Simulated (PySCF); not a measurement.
How methods differ on the ionisation energy of Br⁺

Br⁺ [Ar] 3d10 4s2 4p4 (3P) → Br²⁺ [Ar] 3d10 4s2 4p3 (4S), as a difference of total energies. Calculation: PySCF 2.14, in aug-cc-pwCVTZ-PP with ECP10MDF (8s7p6d4f1g, 96 functions); scalar relativity through the core potential. Correlated levels: valence: 3s2 3p6 3d10 frozen. The calculations carry no spin-orbit coupling.

```
           method  ionisation energy (eV)
              UHF                  20.234
    MP2 (valence)                  20.959
SCS-MP2 (valence)                  21.036
   CCSD (valence)                  21.078
CCSD(T) (valence)                  21.106
```

How much does correlation contribute at CCSD(T) (valence)?

21.106 − (20.234) = 0.872 eV, measured against UHF.

Errors of the correlated levels include the incompleteness of this basis and the frozen core.

For comparison: 21.409 eV (measured; NIST levels, between the centres of gravity of the two terms).
